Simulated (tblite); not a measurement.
Compound: C5H10NOS (charge -1).
Atom-mapped SMILES: `[CH3:1][C@@H:2]([S-:3])[C:4](=[O:5])[N:6]([CH3:7])[CH3:8]` (hydrogens: H9, H10, H11 on C1; H12 on C2; H13, H14, H15 on C7; H16, H17, H18 on C8)

Structure optimised with GFN2-xTB, isolated species.

**Question.** List the bond lengths, angles and torsions at this level.

**Answer.** 
```
                  bond  length (Å)   order
                 C1–C2       1.521  single
                 C2–S3       1.827  single
                 C2–C4       1.499  single
                 C4=O5       1.229  double
                 C4–N6       1.371  single
                 N6–C7       1.439  single
                 N6–C8       1.441  single
 C1–H9, C1–H10, C1–H11       1.090  single
                C2–H12       1.100  single
C7–H13, C7–H14, C7–H15       1.094  single
C8–H16, C8–H17, C8–H18       1.096  single
```

Bonds in one row agree within 0.01 Å and their mean is given. Orders are formal, as drawn. A selection of angles:
```
     angle  degrees
  C2–C1–H9    109.1
 C2–C1–H11    110.9
 H9–C1–H10    108.9
  C1–C2–S3    111.2
  C1–C2–C4    111.5
 C1–C2–H12    109.9
  S3–C2–C4    105.3
 S3–C2–H12    108.2
 C4–C2–H12    110.6
  C2–C4–O5    123.2
  C2–C4–N6    116.9
  O5–C4–N6    119.9
  C4–N6–C7    119.0
  C4–N6–C8    123.5
  C7–N6–C8    116.8
 N6–C7–H13    107.4
 N6–C7–H14    111.2
 N6–C7–H15    110.5
H13–C7–H14    109.1
 N6–C8–H16    108.6
 N6–C8–H17    111.6
H16–C8–H17    109.8
```

Dihedral angles: C1–C2–C4–O5 -13° (synperiplanar); C2–C4–N6–C7 178° (antiperiplanar).

C4 (amide carbonyl carbon) is planar (angles 123.2°, 119.9° and 116.9°, sum 360.0°, 0.01 Å off the plane of its three neighbours). The C–C distances run from 1.499 Å (C2–C4, drawn single) to 1.521 Å (C1–C2, drawn single), a spread of 0.022 Å. Of the pairs four or more bonds apart, S3···H16 is among the closest relative to their van der Waals radii: 2.26 Å, 75 % of the sum of Bondi's values. The 3 C–N bonds span 1.371 Å (C4–N6, drawn single) to 1.441 Å (N6–C8, drawn single), a spread of 0.070 Å. N6 (amide nitrogen) is planar (angles 123.5°, 119.0° and 116.8°, sum 359.4°, 0.06 Å off the plane of its three neighbours).

Point group: C1 (no symmetry element, even within 0.4 Å). Its GFN2-xTB frequencies are all real (lowest 59 cm⁻¹).

One conformer stands for the species.

All values are computed, not measured.
